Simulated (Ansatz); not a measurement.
Ge(GeH3)2H2 (Ge₃H₈). The state is a singlet with charge 0. Geometry r2SCAN-D4/def2-SVP, basis def2-TZVP, Ansatz.

```
run  HOMO (eV)  LUMO (eV)
  A      -9.81       1.67
  B      -7.85      -0.03
  C      -7.46      -0.39
  D      -8.73       0.82
  E      -7.09      -0.58
  F     -10.30       2.06
```

LC-ωPBE has ω = 0.4 bohr⁻¹. HSE06 is defined as in plane-wave codes, on full-range PBE exchange.

The runs used BHLYP, HSE06, LC-ωPBE, PBE0, r2SCAN, ωB97M-V. Estimate which is which.

A ωB97M-V (range-separated); B PBE0 (25 % exact exchange); C HSE06 (range-separated); D BHLYP (50 % exact exchange); E r2SCAN (0 % exact exchange); F LC-ωPBE (range-separated). Exact exchange lowers occupied and raises empty levels; among semilocal functionals meta-GGAs tend to open the gap a little, and such runs are hard to tell apart. The gap grows from 6.51 eV (r2SCAN) to 12.36 eV (LC-ωPBE).
